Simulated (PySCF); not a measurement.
Below is a simulated gas-phase C 1s photoelectron spectrum of `C1O[C@H](C[SiH2]C1)F`.

Every computed line was given a Gaussian of 1.0 eV full width at half maximum and an area set by the number of equivalent atoms; the highest printed point is 100. The calculation used delta-SCF UKS SCAN, pcX-2 on the ionised atom, pcseg-1 elsewhere, spin-free X2C (PySCF).

binding energy (eV), intensity and a bar:
```
    288.8          0 
    289.0          1 
    289.2          3 #
    289.4         10 ###
    289.6         24 #######
    289.8         47 ##############
    290.0         75 #######################
    290.2         97 #############################
    290.4        100 ##############################
    290.6         83 #########################
    290.8         55 #################
    291.0         30 #########
    291.2         15 #####
    291.4         12 ####
    291.6         19 ######
    291.8         31 #########
    292.0         44 #############
    292.2         51 ###############
    292.4         47 ##############
    292.6         34 ##########
    292.8         20 ######
    293.0         10 ###
    293.2          5 #
    293.4          5 ##
    293.6         11 ###
    293.8         23 #######
    294.0         37 ###########
    294.2         48 ##############
    294.4         51 ###############
    294.6         42 #############
    294.8         29 #########
    295.0         15 #####
    295.2          7 ##
    295.4          2 #
    295.6          1 
    295.8          0
```

Task: Count the maxima, the lines and the sites behind this envelope.

Result: The curve has 3 maxima (at 290.3, 292.2 and 294.3 eV). Under it lie 4 lines from 4 inequivalent carbon sites. At this width some lines have no maximum of their own.

Task: Decompose the envelope and assign each component. Numbering: `[F:1][C@H:2]1[CH2:3][SiH2:4][CH2:5][CH2:6][O:7]1`.

Result: 
```tsv
position (eV)	relative area	line	atoms	environment
290.29	1	C 1s	C5	sp3 carbon bound to silicon
290.37	1	C 1s	C3	sp3 carbon bound to silicon
292.22	1	C 1s	C6	sp3 carbon bound to oxygen
294.34	1	C 1s	C2	sp3 C–F carbon
```

Task: What are the centre and the root-mean-square width of the whole band?

Result: The area-weighted mean of the lines is 291.81 eV. Their own spread about it is 1.66 eV (rms) and each Gaussian has σ = 1.0/2.355 = 0.42 eV; the variances add, which gives 1.71 eV.

Lowest listed C 1s: C5, bonded to C, 2 H and Si. Highest, 4.05 eV above it: C2, bonded to F, O, C and H. The widest gap between neighbouring values is 2.12 eV, between 292.22 and 294.34 eV.

No satellites, vibrations or lifetime broadening are included. One conformer (not necessarily the lowest) at the PBE0-D3(BJ)/def2-SVP geometry, without solvent, vibrations or thermal averaging.

Hardware: one thread of an Arm Neoverse N1, shared host. Cost: 2.8 min wall, 0.60 GiB resident at most.
